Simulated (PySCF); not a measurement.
## Finite-field polarisability of Br (bromine, neutral)

[Ar] 3d10 4s2 4p5, 2P determinant. Computed with PySCF 2.14 in x2c-TZVPPall with one added diffuse shell each of s, p, d type (7s6p5d1f, 57 functions), with scalar relativity by spin-free X2C-1e. Frozen: [Ar] 3d10. Energy changes in a uniform field (μhartree):

```csv
axis,F (au),HF,MP2,CCSD,CCSD(T)
x,0.0033,-99.934,-101.088,-100.832,-101.154
x,0.0066,-399.809,-404.437,-403.418,-404.709
y,0.0031,-101.271,-103.116,-102.812,-103.366
y,0.0062,-405.221,-412.624,-411.410,-413.629
```

By symmetry the remaining axis equals y.

Task: Derive α along x at CCSD(T) from the two fields.

Result: With ΔE = −αF²/2 − γF⁴/24, α = −(16 ΔE(F) − ΔE(2F))/(6F²) = 18.58 bohr³.

Task: And the mean polarisability at each level?

Result: The components xx, yy, zz at CCSD(T) are 18.58, 21.51, 21.51, the third axis being equal by symmetry to one of the two computed. Means: HF 20.17, MP2 20.49, CCSD 20.44, CCSD(T) 20.53 bohr³. Reference: 21 ± 1 bohr³ (recommended; Schwerdtfeger and Nagle, table of static dipole polarizabilities (2023 update)).
